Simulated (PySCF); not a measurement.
AlFH3N.

```xyz
6

Al    -0.4609    -0.0880     0.0000
H     -2.0226    -0.2388     0.0000
F      0.4925    -1.4373     0.0000
N      0.3405     1.4764     0.0000
H      1.3383     1.6212     0.0000
H     -0.1391     2.3631     0.0000
```
Charge 0, spin multiplicity 1.

The structure is a stationary point at r2SCAN-D4/def2-TZVP. One conformer was computed; it need not be the lowest.

Method: PBE0/pcSseg-2 run with PySCF. Non-relativistic, no solvent.

**Question.** Give the absolute GIAO shielding of each atom: isotropic value and principal components (ppm). (An estimate is asked for; the answer gives what the named calculation found.)

**Answer.** 
```csv
atom,σ(iso),σ11,σ22,σ33,span
Al1,420.5,369.9,397.7,493.9,124.0
H2,27.0,23.5,24.9,32.6,9.1
F3,353.3,283.8,346.4,429.9,146.0
N4,233.0,193.7,228.7,276.7,83.0
H5,30.5,24.4,25.7,41.3,16.9
H6,30.4,25.2,25.8,40.3,15.1
```
